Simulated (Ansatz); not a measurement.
A nudged elastic band was laid between two geometries of a periodic cell of 19 atoms, PtC18 (surface graphene monolayer, adsorbate Pt).

All numbers below come from DFT PBE, scalar-relativistic, plane waves, PAW in Ansatz. Settings: cutoff 420 eV, k mesh 2x2x1, gaussian smearing 0.02 eV, no spin polarisation.

```yaml
movable_images: 5
climbing_image: yes
spring: 5.0 eV/Å²
optimiser: quadratic models (default)
start_path: IDPP
force_threshold: 0.05 eV/Å
iteration_limit: 38
end_points: relaxed
```

First end point:

```xyz
19
Lattice="7.3980 0.0000 0.0000 -3.6990 6.4069 0.0000 0.0000 0.0000 12.0000" Properties=species:S:1:pos:R:3
C 0.001 -0.037 0.968
C 1.235 0.683 0.966
C -1.231 2.098 0.938
C -0.001 2.817 0.957
C -2.461 4.236 0.958
C -1.231 4.955 0.938
C 2.468 -0.035 0.964
C 3.700 0.683 0.968
C 1.220 2.085 1.027
C 2.468 2.795 1.200
C -0.001 4.236 0.958
C 1.220 4.968 1.029
C 4.934 -0.037 0.969
C 6.167 0.681 0.966
C 3.716 2.085 1.028
C 4.936 2.817 0.957
C 2.468 4.257 1.201
C 3.715 4.968 1.030
Pt 2.470 3.525 3.156
```

Last end point:

Only the atoms that move by more than 0.05 Å are listed.
```
C3 -1.216 2.085 1.028
C5 -2.464 4.257 1.201
C6 -1.217 4.968 1.030
C9 1.235 2.098 0.938
C10 2.465 2.817 0.957
C12 1.235 4.955 0.938
C16 4.934 2.795 1.200
C17 2.465 4.236 0.958
Pt19 4.936 3.525 3.156
```

Question: Which bonds break or form, and what moves?

Answer: Contacts lost: C10–Pt19, C17–Pt19. Contacts made: C5–Pt19, C16–Pt19. The atom that moves furthest is Pt19, by 2.47 Å.

Question: Give the energies along the band, and the barrier.

Answer: The forces met the threshold. The highest image is number 3 of 0 to 6, 0.179 eV above the ends, which have the same energy within 2 meV. The profile has 3 maxima (images 1, 3, 5) with wells between them (images 2, 4): this band takes more than one step, which may be the mechanism or a detour left from its start path. By the program's own check the climbing image is of a kind that is not told: the force calls were inconclusive, a negative curvature could not be distinguished from the path's own, the only one lies far off the path, or fixed occupations may fill a level only in part (lowest curvatures found: -2.29 and 1.27 eV/Å²). Limits of this set-up: coarse k mesh, slab without dipole correction.

| image | path coordinate (Å) | energy (eV) | C10–Pt19 (Å) | C17–Pt19 (Å) | C5–Pt19 (Å) |
| --- | --- | --- | --- | --- | --- |
| 0 | 0.00 | 0.000 | 2.09 | 2.09 | 3.38 |
| 1 | 0.63 | 0.179 | 2.40 | 2.03 | 3.06 |
| 2 | 1.25 | 0.000 | 2.86 | 2.09 | 2.86 |
| 3 | 1.88 | 0.179 | 3.05 | 2.39 | 2.39 |
| 4 | 2.51 | 0.000 | 3.38 | 2.86 | 2.09 |
| 5 | 3.14 | 0.179 | 3.33 | 3.06 | 2.03 |
| 6 | 3.76 | 0.000 | 3.38 | 3.38 | 2.09 |

Question: What is the geometry of the highest image?

Answer: 
```xyz
19
Lattice="7.3980 0.0000 0.0000 -3.6990 6.4069 0.0000 0.0000 0.0000 12.0000" Properties=species:S:1:pos:R:3:forces:R:3
C 0.002 -0.060 0.991 0.00 0.00 -0.01
C 1.237 0.624 0.951 -0.02 -0.01 0.01
C -1.232 2.050 0.963 -0.01 0.01 0.00
C 0.002 2.755 0.993 0.00 -0.01 -0.01
C -2.449 4.173 1.118 0.01 0.00 -0.01
C -1.222 4.892 1.030 -0.01 0.00 0.00
C 2.468 -0.090 0.969 0.01 0.01 -0.01
C 3.701 0.616 0.937 0.00 -0.01 0.00
C 1.236 2.050 0.963 0.02 0.01 0.00
C 2.467 2.745 0.991 0.00 -0.02 -0.01
C 0.002 4.184 1.014 0.00 0.01 0.00
C 1.226 4.892 1.031 0.01 0.00 0.00
C 4.934 -0.091 0.969 -0.01 0.01 -0.01
C 6.165 0.624 0.951 0.02 -0.01 0.01
C 3.701 2.044 0.941 0.00 0.02 0.00
C 4.935 2.745 0.990 0.00 -0.02 -0.01
C 2.453 4.173 1.118 -0.01 0.00 -0.01
C 3.701 4.909 1.134 0.00 0.01 -0.01
Pt 3.701 4.546 3.126 0.00 0.00 0.05
```

The run took 10 min on 1 thread of Intel(R) Xeon(R) Platinum 8259CL CPU @ 2.50GHz (Skylake/Cascade Lake), on a shared host, peak memory 1.1 GiB.
